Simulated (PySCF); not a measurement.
# Calculated properties of `C=C1C=CC=C1C`

C7H8.
Z-matrix (Å and degrees, GFN2-xTB geometry), rows numbered from 1:
```
C 
C   1  1.3331
C   2  1.4630  1  126.76
C   3  1.3426  2  108.13  1   179.99
C   4  1.4563  3  109.08  2    -0.00
C   5  1.3458  4  109.50  3    -0.00
C   6  1.4873  2  124.17  1     0.00
H   1  1.0776  2  121.39  3     0.03
H   1  1.0774  2  122.02  3  -179.99
H   3  1.0738  2  123.77  1     0.04
H   4  1.0755  3  127.20  2   179.91
H   5  1.0755  4  123.84  3  -179.90
H   7  1.0874  6  110.30  2   180.00
H   7  1.0903  6  110.63  2    59.66
H   7  1.0902  6  110.57  2   -59.81
```

GFN2-xTB geometry:

| Item | Value |
| --- | --- |
| Point group of the GFN2-xTB geometry | Cs |
| Rotational constants A, B, C of the GFN2-xTB geometry | 3.924, 3.240, 1.794 GHz |

**wB97X-D/def2-SVPD ground state and vertical TDDFT (core frozen in the response) (PySCF)**

| Quantity | Value |
| --- | --- |
| Dipole moment | 0.78 D |
| HOMO energy | -7.90 eV |
| LUMO energy | -0.11 eV |
| HOMO–LUMO gap | 7.79 eV |
| Lowest singlet excitation | 3.33 eV (372 nm, f = 0.017) |
| Strongest line among the 8 lowest singlet transitions | S2 at 5.49 eV (226 nm, f = 0.387) |
| Lowest triplet excitation (Tamm–Dancoff) | 2.25 eV |
| Static isotropic polarisability | 82.2 au |
| Electronic spatial extent ⟨r²⟩ about the centre of nuclear charge | 703 bohr² |

PBE0/pcSseg-1 ground state and GIAO shieldings, non-relativistic (PySCF):

| Quantity | Value |
| --- | --- |
| Lowest Hirshfeld atomic charge | -0.12 e on C7 |
| Highest Hirshfeld atomic charge | +0.06 e on H8 |
| 13C chemical shifts (computed TMS as zero) by class | 160.8 (C2), 140.1 (C4), 139.6 (C6), 137.3 (C5), 129.6 (C3), 128.3 (C1), 14.8 (C7) ppm |
| 1H chemical shifts (computed TMS as zero) by class | 6.49 (H11), 6.30 (H12), 6.18 (H9), 6.15 (H10), 6.03 (H8), 2.24 (H13/H14/H15) ppm |
| Mayer bond orders between heavy atoms | C1–C2 1.91, C2–C3 1.07, C3–C4 1.73, C4–C5 1.10, C5–C6 1.72, C6–C7 1.10, C6–C2 1.04 |

Monoisotopic mass from the formula: 92.0626 u.

In wavenumbers S1 is 26900 cm⁻¹ (1 eV = 8065.54 cm⁻¹). The largest Löwdin shares of the HOMO are 0.25 on C3, 0.23 on C6, 0.17 on C5 and 0.16 on C4. With B = h/(8π²I), that is 505.379 GHz u Å² over I, the principal moments of inertia are 128.8, 156.0 and 281.6 u Å² (most abundant isotopes); the inertial defect Ic − Ia − Ib is -3.2 u Å² (zero for a rigid planar frame, negative otherwise). The rotational constants make it an asymmetric top with κ = (2B − A − C)/(A − C) = 0.36, nearer the oblate limit (+1).

Geometry: GFN2-xTB; no solvent, vibrations or thermal averaging.
